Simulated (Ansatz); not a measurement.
Ansatz (a first-principles code) input:

Ansatz 0.2 input:
```yaml
crystal:
  periodic: [false, false, false]
  atoms:
    - {symbol: Ge, position_ang: [-0.00636411, -0.01788243, 1.10493422]}
    - {symbol: Br, position_ang: [1.08381413, -1.62619655, -0.52533801]}
    - {symbol: Br, position_ang: [-1.07799552, 1.64254620, -0.48488756]}
basis:
  gaussian:
    orbitals: aug-cc-pVDZ
total_charge: -1
magnetization: {spin_polarized: true, initial_magnetization: 1}
correlation: {method: ccsd_t, electrons: outside_noble_gas}
output: {forces: true}
```

### Question
Predict the final energy.

### Answer
-7220.62589 Eh (CCSD(T)/aug-cc-pVDZ). The basis has 108 functions.
